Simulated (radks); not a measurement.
Spin polarisation of the 3p3 shell in the argon ion Ar3+. Start: [Ne] 3s2 3p(up 1.5, down 1.5); electrons of 3p are moved from spin down to spin up, other shells keep equal spins. All-electron calculation, scalar-relativistic Kohn-Sham, PBE, spin-polarised, spherical densities, finite nucleus; Fermi nuclear charge, rms radius of each element as measured or else 0.836 A^(1/3) + 0.57 fm. Program: a radial shooting solver on a logarithmic mesh with Libxc functionals.

moment (Bohr magnetons)  E - E(0) (eV)  e(3p up) (eV)  e(3p down) (eV)  3s down minus up (eV)  2p down minus up (eV)
0                                0.000        -49.939          -49.939                 0.000                  0.000
0.75                            -0.203        -50.446          -49.363                  1.133                  0.243
1.5                             -0.815        -50.892          -48.704                  2.288                  0.487
2.25                            -1.849        -51.282          -47.948                  3.483                  0.733
3                               -3.323        -51.615          -47.076                  4.732                  0.982

At moment 3 the spin-polarisation energy is -3.323 eV and the 3p exchange splitting 4.539 eV, that is 1.513 eV per Bohr magneton; E = -I m^2/4 would give I = 1.477 eV.
